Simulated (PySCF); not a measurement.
This PySCF input asks for the NMR shieldings of `[BH2-]1OCCO1`, [C₂H₆BO₂]-; the geometry comes from PBE0-D3(BJ)/def2-SVP.

```python
import basis_set_exchange as bse
import numpy as np
from pyscf import gto, dft
from pyscf.prop import nmr

atoms = """
B    -1.273067   -0.396092   -0.443633
O    -0.047618   -1.244812   -0.469124
C     0.941837   -0.525959    0.159836
C     0.454579    0.957013    0.178512
O    -0.716074    0.980752   -0.541711
H    -1.897137   -0.545699    0.655868
H    -2.017798   -0.649161   -1.409929
H     1.128853   -0.868876    1.208989
H     1.914908   -0.632787   -0.373012
H     0.312718    1.282597    1.240456
H     1.209648    1.648353   -0.258161
"""
names = dict.fromkeys(["B", "O", "C", "H"], "pcSseg-2")
basis = {el: gto.basis.parse(bse.get_basis(n, elements=[el], fmt="nwchem")) for el, n in names.items()}
mol = gto.M(atom=atoms, basis=basis, charge=-1, verbose=0)
mf = dft.RKS(mol, xc="HYB_GGA_XC_WP04")
mf.grids.level = 2
mf.grids.alignment = dft.numint.BLKSIZE   # the property module wants whole blocks of grid points
mf.conv_tol = 1e-9
mf.kernel()

calc = nmr.RKS(mf)   # GIAO
C = mf.mo_coeff
Co = C[:, mf.mo_occ > 0]
resp = mf.gen_response(singlet=True, hermi=2)
def vind(x):   # induced exchange potential for any number of trial vectors
    d = np.einsum("pi,xij,qj->xpq", C, 2 * x.reshape(-1, C.shape[1], Co.shape[1]), Co, optimize=True)
    return np.einsum("xpq,pi,qj->xij", resp(d - d.transpose(0, 2, 1)), C, Co, optimize=True).ravel()
mo1, _ = nmr.rhf.solve_mo1(calc, with_cphf=vind)
sigma = calc.kernel(mo1)
for i, s in enumerate(sigma):   # ppm
    w = np.linalg.eigvalsh((s + s.T) / 2)
    print("%2d %-2s iso %8.1f  s11 %8.1f  s22 %8.1f  s33 %8.1f" % (i, mol.atom_pure_symbol(i), w.mean(), *w))
```

**Question.** What does it print?

**Answer.** 
```
 0 B  iso     92.2  s11     77.9  s22     93.5  s33    105.3
 1 O  iso    272.4  s11    197.2  s22    279.8  s33    340.3
 2 C  iso     99.0  s11     67.1  s22     85.8  s33    144.1
 3 C  iso     99.1  s11     65.9  s22     86.0  s33    145.5
 4 O  iso    267.4  s11    194.7  s22    274.5  s33    332.9
 5 H  iso     29.1  s11     26.1  s22     28.4  s33     32.7
 6 H  iso     28.9  s11     26.8  s22     28.0  s33     31.9
 7 H  iso     28.3  s11     24.8  s22     27.1  s33     33.0
 8 H  iso     28.2  s11     24.7  s22     26.7  s33     33.4
 9 H  iso     28.3  s11     24.3  s22     27.4  s33     33.2
10 H  iso     28.2  s11     25.0  s22     26.7  s33     33.0
```

These numbers come from an equivalent density-fitted implementation of the same equations, which agrees with the script to about 0.01 ppm for H and up to a few tenths of a ppm for heavy atoms, so last digits may differ.

**Question.** Turn these shieldings into chemical shifts. δ = σ(ref) − σ, references computed at the same level: ¹¹B (94.19 ppm) against BF3·OEt2; ¹⁷O (314.06 ppm) vs H2O; ¹³C (172.10 ppm), ¹H (31.61 ppm) against TMS.

**Answer.** Averaging equivalent atoms: B 0: 2.0; O 1/4: 44.2; C 2/3: 73.0; H 7/8/9/10: 3.34; H 5/6: 2.64 ppm. Experimental scales use liquid or dissolved standards, which lie at an offset from isolated H2O (liquid H2O: subtract about 36 ppm).

Size and cost of the density-fitted run: 264 basis functions, 23 s wall time on 1 thread of an Arm Neoverse V1, shared host; peak memory 0.99 GiB.
